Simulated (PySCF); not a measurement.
Radial density of Ag²⁴⁺ (silver, charge +24)

PBEsol, [Ar] 3d5, high-spin 6S determinant. All numbers are calculated (PySCF 2.14, scalar relativity by spin-free X2C-1e, in an uncontracted even-tempered set (19 s from 2.7 bohr⁻², ratio 2.5; 12 p from 3.5 bohr⁻², ratio 2.5; 8 d from 3.5 bohr⁻², ratio 2.5; 4 f from 15 bohr⁻², ratio 2.7; 3 g from 22 bohr⁻², ratio 2.7)).

| r (bohr) | 4πr²ρ (e/bohr) | 4πr²(ρα − ρβ) |
| --- | --- | --- |
| 0.0220 | 60.54 | -0.0017 |
| 0.0371 | 52.55 | 0.0381 |
| 0.0623 | 60.52 | 0.4840 |
| 0.105 | 72.86 | 3.4918 |
| 0.176 | 42.03 | 12.5869 |
| 0.297 | 46.12 | 16.2748 |
| 0.499 | 14.56 | 4.2091 |
| 0.839 | 0.2128 | 0.0727 |
| 1.41 | 9.999e-05 | 0.0000 |

Densities and radii are taken from the X2C orbitals without a picture-change correction, which distorts them close to the nucleus.
